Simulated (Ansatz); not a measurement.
This geometry of C2H4BF (8 atoms, charge 0, multiplicity 1) is a first-order saddle point.

All numbers below come from Ansatz 0.2.0, RKS PBE0-D4/STO-3G.

```xyz
8
Properties=species:S:1:pos:R:3
C -0.384 0.933 0.099
C 0.037 -0.520 0.332
B 0.723 -1.325 -0.535
F 1.376 -2.100 -1.331
H 0.478 1.599 -0.061
H -1.046 1.044 -0.774
H -0.930 1.311 0.972
H -0.254 -0.943 1.297
```

(1) Which two structures does it join? (They come from a converged band through this point; their orientation in space is the band's.)

(2) How far does it lie above each of them?

Answers

(1) No bond is made or broken.  The two ends are copies of one structure, up to a mirror image or an exchange of like atoms.

Initial state:

```xyz
8
Properties=species:S:1:pos:R:3
C -0.350 0.935 0.121
C -0.179 -0.579 0.150
B 0.865 -1.279 -0.383
F 1.842 -1.956 -0.883
H 0.484 1.429 -0.396
H -1.278 1.225 -0.397
H -0.403 1.355 1.139
H -0.982 -1.130 0.650
```

Final state:

```xyz
8
Properties=species:S:1:pos:R:3
C -0.388 0.922 0.089
C 0.096 -0.496 0.371
B 0.673 -1.340 -0.535
F 1.218 -2.144 -1.383
H 0.136 1.659 0.719
H -0.225 1.209 -0.958
H -1.465 1.027 0.297
H -0.045 -0.838 1.400
```

(2) 6.1 kJ/mol above the first and 6.1 kJ/mol above the second. This is the barrier of this one path; another mechanism may lie lower. Limits of this set-up: minimal basis.

Run time: 2.4 min on 1 thread of Arm Neoverse V1, on a shared host, peak memory 0.083 GiB.
